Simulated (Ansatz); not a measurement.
Mulliken charges of CHBrF2, SMILES `FC(F)Br` from r2SCAN/def2-TZVPP in Ansatz (PBE0-D4/def2-TZVP geometry).

```csv
atom,x (Å),y (Å),z (Å),charge (e)
F1,0.185,-0.639,1.193,-0.155
C2,0.152,0.005,0.027,0.314
F3,0.717,-0.768,-0.899,-0.155
Br4,-1.686,0.375,-0.464,-0.091
H5,0.682,0.954,0.103,0.087
```

Task: By hand: the dipole of these point charges (1 e Å = 4.8032 D).

Result: Σ q r = (0.121, 0.269, 0.014) e Å, of length 0.295 e Å = 1.42 D.

Task: How does the dipole of the full density compare? (Best estimate.)

Result: Ansatz gave: (0.158, 0.232, 0.026) e Å, 1.35 D; the point charges give 1.05 times that, at 10° from its direction.

Point charges leave out the atoms' own dipoles, such as those of lone pairs, and Mulliken's split depends on the basis, so the close match here is no proof of good charges.
